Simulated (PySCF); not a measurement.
Predicted spectroscopic data

[PySCF: coordinates at the GFN2-xTB level; NMR shieldings at PBE0/pcSseg-1/GIAO; one averaged value for each set of equivalent atoms; one computed conformer; non-relativistic; no solvent]

δ = σ(ref) − σ, references computed at the same level: TMS for 1H and 13C. Splittings of carbon signals by F and P are missing where no couplings were computed. Where no couplings were computed, multiplicities follow the n + 1 count of equivalent neighbours, and m marks all less simple cases (inequivalent or close neighbours, rings, F or P nearby). Shifts are as computed. Against solution values, carbons near 30 ppm lie about +3 ppm off and those near 130 ppm about +5 ppm. Of 1211 compounds with measured shifts, 218 miss one by over three times the rms of a fit or turn the order of signals round; such compounds aren't used in these exercises.

Compound 1 (C₇H₉P). 1H NMR (400 MHz, computed): δ 7.75 (m, 1H), 7.46 (m, 1H), 7.44 (m, 1H), 7.36 (m, 1H), 3.77 (m, 2H), 2.50 (s, 3H). 13C{1H} NMR (computed): δ 145.5 (C), 138.9 (CH), 137.6 (C), 134.0 (CH), 133.5 (CH), 131.1 (CH), 24.4 (CH3). Structure: `Cc1ccccc1P`.

Compound 2 (C₇H₉P). 1H NMR (400 MHz, computed): δ 9.18 (m, 1H), 8.03 (m, 1H), 8.02 (m, 1H), 7.77 (m, 1H), 3.06 (m, 2H), 1.32 (t, 3H). 13C{1H} NMR (computed): δ 189.8, 166.5, 138.3, 135.9, 134.6, 38.8, 26.2. Structure: SMILES CCc1ccccp1.

Compound 3 (C₇H₉P). 1H NMR (400 MHz, computed): δ 6.92 (m, 1H), 6.89 (m, 1H), 6.83 (m, 1H), 5.81 (m, 1H), 5.26 (m, 1H), 4.81 (m, 1H), 2.43 (m, 3H). 13C{1H} NMR (computed): δ 158.3, 156.2, 145.0, 143.6, 142.6, 120.3, 21.9. Structure: `C=Cc1ccc(C)[pH]1`.
